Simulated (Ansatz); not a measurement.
Geometry optimisation, RKS r2SCAN-D4/6-31G* (Ansatz 0.2.0).

Input:

```yaml
crystal:
  periodic: [false, false, false]
  atoms:
    - { symbol: Si, position_ang: [0.0, 0.0, 0.0] }
    - { symbol: H, position_ang: [0.0, 0.0, 1.46] }
    - { symbol: O, position_ang: [1.5842, 0.0, -0.5594] }
    - { symbol: H, position_ang: [1.9006, -0.9521, -0.6761] }
    - { symbol: F, position_ang: [-0.7489, 1.2974, -0.5295] }
    - { symbol: O, position_ang: [-0.7913, -1.3709, -0.5594] }
    - { symbol: H, position_ang: [-1.2459, -1.8365, 0.2129] }
basis:
  gaussian: { orbitals: "6-31G*" }
hamiltonian:
  xc: r2scan
  dispersion: d4
relax:
  f_tol: 0.02
  max_steps: 40
```

Run as:

```bash
$ ansatz run input.yaml --threads 1 --pin off --max-ram 2048MiB --backend cpu --events-out ev --progress --plain --runs-dir out
```

Q: Where does it end, and by what steps?

A: The run converged. After 15 steps the energy has fallen by 0.245 eV; H7 moved furthest, 0.62 Å.

```
step  energy less start (eV)  largest force component (eV/Å)  accepted
   0                  0.0000                           1.749       yes
   1                 -0.1225                           0.849       yes
   2                 -0.1629                           0.164       yes
   3                 -0.1747                           0.547       yes
   4                 -0.1890                           0.220       yes
   5                 -0.1994                           0.208       yes
   6                 -0.2023                           0.346       yes
   7                 -0.2088                           0.526       yes
   8                 -0.2166                           0.880       yes
   9                 -0.2260                           0.634       yes
  10                 -0.2354                           0.471       yes
  11                 -0.2414                           0.158       yes
  12                 -0.2438                           0.077       yes
  13                 -0.2444                           0.142       yes
  14                 -0.2449                           0.025       yes
  15                 -0.2450                           0.007       yes
```

```xyz
7
Properties=species:S:1:pos:R:3
Si 0.078 -0.111 0.183
H 0.078 0.283 1.601
O 1.640 -0.142 -0.305
H 1.813 -0.676 -1.093
F -0.793 0.978 -0.619
O -0.582 -1.588 -0.130
H -1.535 -1.607 -0.288
```

Whether the end is a true minimum wasn't checked by a vibrational analysis.

Time of the run: 57 s on 1 thread of Arm Neoverse V2, on a shared host, peak memory 0.14 GiB.
